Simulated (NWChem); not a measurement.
System: CH$_{4}$GeO, singlet; SMILES [CH3][Ge][OH]

Here is an NWChem input.

```
start job
memory heap 200 mb stack 700 mb global 900 mb
geometry units angstroms noautosym nocenter noautoz
  Ge     0.411075     0.111846     0.000062
  C     -0.650298    -1.590949     0.000928
  H     -0.414631    -2.173324    -0.899870
  H     -1.723884    -1.383762     0.030915
  H     -0.369113    -2.206382     0.865596
  O     -1.046869     1.198566     0.000172
  H     -0.757388     2.125590    -0.002549
end
basis spherical
  * library def2-svpd
end
dft
  xc pbe0
  iterations 150
end
property
  response 1 0.0
end
task dft property
```

NWChem printed, in part:

```
             Northwest Computational Chemistry Package (NWChem) 7.3.0
             --------------------------------------------------------

                             Geometry "geometry" -> ""
                             -------------------------

 Output coordinates in angstroms (scale by  1.889725989 to convert to a.u.)

  No.       Tag          Charge          X              Y              Z
 ---- ---------------- ---------- -------------- -------------- --------------
    1 Ge                  32.0000     0.41107500     0.11184600     0.00006200
    2 C                    6.0000    -0.65029800    -1.59094900     0.00092800
    3 H                    1.0000    -0.41463100    -2.17332400    -0.89987000
    4 H                    1.0000    -1.72388400    -1.38376200     0.03091500
    5 H                    1.0000    -0.36911300    -2.20638200     0.86559600
    6 O                    8.0000    -1.04686900     1.19856600     0.00017200
    7 H                    1.0000    -0.75738800     2.12559000    -0.00254900

 Effective nuclear repulsion energy (a.u.)     180.1185482505

                              NWChem Property Module
                              ----------------------

                                 NWChem DFT Module
                                 -----------------

 Summary of "ao basis" -> "ao basis" (spherical)
 ------------------------------------------------------------------------------
       Tag                 Description            Shells   Functions and Types
 ---------------- ------------------------------  ------  ---------------------
 Ge                        def2-svpd                14       38   6s4p4d
 C                         def2-svpd                 8       20   4s2p2d
 H                         def2-svpd                 4        8   2s2p
 O                         def2-svpd                 9       23   4s3p2d

            General Information
            -------------------
          SCF calculation type: DFT
          Wavefunction type:  closed shell.
          No. of atoms     :     7
          No. of electrons :    50
           Alpha electrons :    25
            Beta electrons :    25
          Charge           :     0
          Spin multiplicity:     1
          Use of symmetry is: off; symmetry adaption is: off
          Maximum number of iterations: 150
          AO basis - number of functions:   113
                     number of shells:    47
          Convergence on energy requested:  1.00D-06
          Convergence on density requested:  1.00D-05
          Convergence on gradient requested:  5.00D-04

              XC Information
              --------------
                         PBE0 Method XC Functional
                     Hartree-Fock (Exact) Exchange  0.250
          PerdewBurkeErnzerhof Exchange Functional  0.750
            Perdew 1991 LDA Correlation Functional  1.000 local
           PerdewBurkeErnz. Correlation Functional  1.000 non-local

             Grid Information
             ----------------
          Grid used for XC integration:  medium
          Radial quadrature: Mura-Knowles
          Angular quadrature: Lebedev.
          Tag              B.-S. Rad. Rad. Pts. Rad. Cut. Ang. Pts.
          ---              ---------- --------- --------- ---------
          Ge                  1.25      112          10.0       590
          C                   0.70       49          11.0       434
          H                   0.35       45          12.0       434
          O                   0.60       49          11.0       434
          Grid pruning is: on
          Number of quadrature shells:   390
          Spatial weights used:  Erf1

      Superposition of Atomic Density Guess
      -------------------------------------

 Sum of atomic energies:       -2189.36010215

      Non-variational initial energy
      ------------------------------

 Total energy =   -2190.248360
 1-e energy   =   -3408.576616
 2-e energy   =    1038.209708
 HOMO         =      -0.237351
 LUMO         =      -0.042366

   convergence    iter        energy       DeltaE   RMS-Dens  Diis-err
 ---------------- ----- ----------------- --------- --------- ---------
 d= 0,ls=0.0,diis     1  -2191.9372374230 -2.37D+03  1.46D-02  6.58D-01
 d= 0,ls=0.0,diis     2  -2191.7056284449  2.32D-01  8.20D-03  2.83D+00
 d= 0,ls=0.0,diis     3  -2192.0131565467 -3.08D-01  1.53D-03  4.37D-02
 d= 0,ls=0.0,diis     4  -2192.0165653496 -3.41D-03  6.88D-04  8.44D-03
 d= 0,ls=0.0,diis     5  -2192.0175874629 -1.02D-03  1.32D-04  4.98D-04
  Resetting Diis
 d= 0,ls=0.0,diis     6  -2192.0176474379 -6.00D-05  3.10D-05  1.69D-05
 d= 0,ls=0.0,diis     7  -2192.0176483258 -8.88D-07  1.38D-05  9.42D-07
 d= 0,ls=0.0,diis     8  -2192.0176483370 -1.12D-08  6.78D-06  1.17D-06

         Total DFT energy =    -2192.017648337034
      One electron energy =    -3410.714145932397
           Coulomb energy =     1132.698421764697
    Exchange-Corr. energy =      -94.120472419806
 Nuclear repulsion energy =      180.118548250472

 Numeric. integr. density =       49.999996043505

                       DFT Final Molecular Orbital Analysis
                       ------------------------------------

[...]

 DFT Linear Response polarizability / au
 Frequency  =       0.0000000 / au
              X              Y              Z
 -----------------------------------------------
 X      52.3275021      2.9776274      0.0047732
 Y       2.9775873     62.5954012      0.0048230
 Z       0.0047600      0.0048352     43.1561720
 -----------------------------------------------
 Eigenvalues =      51.5264970     63.3964094     43.1561690
 Isotropic   =      52.6930251
 Anisotropic =      17.6156826
 -----------------------------------------------

 Magnetic Dipole Response Matrix (nonzero elements):

 Exiting AOResponse driver routine
```

Level: PBE0/def2-SVPD. Low-valent species are run as closed-shell singlets; no triplet was tried in these runs. Structure relaxed at the B3LYP/6-31G* (spherical d) level.
